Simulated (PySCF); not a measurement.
Molecule: SMILES C(=O)(CC[CH2])C (C5H9O), doublet. Atoms near the plane z = 0.8 Å, at the GFN2-xTB optimised geometry (x, y, z in Å): C2 (0.2, 1.3, 0.0), C3 (0.7, -0.1, 0.0), C4 (0.2, -0.8, 1.3), C5 (-1.1, -1.5, 1.1), H9 (-0.9, 1.3, 0.0), H10 (0.6, 1.8, 0.9), H12 (1.8, -0.1, 0.0), H14 (-1.8, -0.9, 0.6), H15 (-0.9, -2.4, 0.5).

Calculation: PySCF 2.14.0 with unrestricted PBE0/def2-TZVP. Cells within 0.4 Å of a nucleus heavier than hydrogen are left out (blank, or x). The values are rescaled to run from 0 to 1.

```
|0000000000000000000000000000000|
|0000000000000000000000000000000|
|0000000000000000000000000000000|
|0000000000000000000000000000000|
|0000000000000000000000000000000|
|0000000000000000111110000000000|
|0000000000000012343211100000000|
|0000011111111124999521100000000|
|0001111111122249999941100000000|
|0011111112234489999942100000000|
|0111111122356799999931100000000|
|1111111122456899999631100000000|
|1111111222345699998421110000000|
|1111112222334579999632110000000|
|1111122233334689999964321000000|
|1111122355545899999985421000000|
|1111123699978999999985421000000|
|1111224999999999999963210000000|
|1111125999999999999942100000000|
|1111124999999999999931000000000|
|11111136999xx999999621000000000|
|11111123999x9999996310000000000|
|1111111259999997653210000000000|
|0111111237999995332100000000000|
|0011111124999984221100000000000|
|0001111112599953211000000000000|
|0000111112345432111000000000000|
|0000111111222221110000000000000|
|0000011111111111110000000000000|
|0000001111111111100000000000000|
|0000000111111111000000000000000|
```
Scale: ten equal steps from 0.000 (start of '0') to 1.00 (end of '9'), in the order '0123456789'; x runs from -4.50 to 4.50, y from -4.50 (bottom) to 4.50 (top).

Q: Which quantity is mapped?
(A) spin density
(B) an orbital amplitude
(C) deformation density (molecule minus spherical neutral atoms)
(D) electrostatic potential

A: D, electrostatic potential. In full: electrostatic potential (hartree/e), clipped to [-0.08, 0.12].
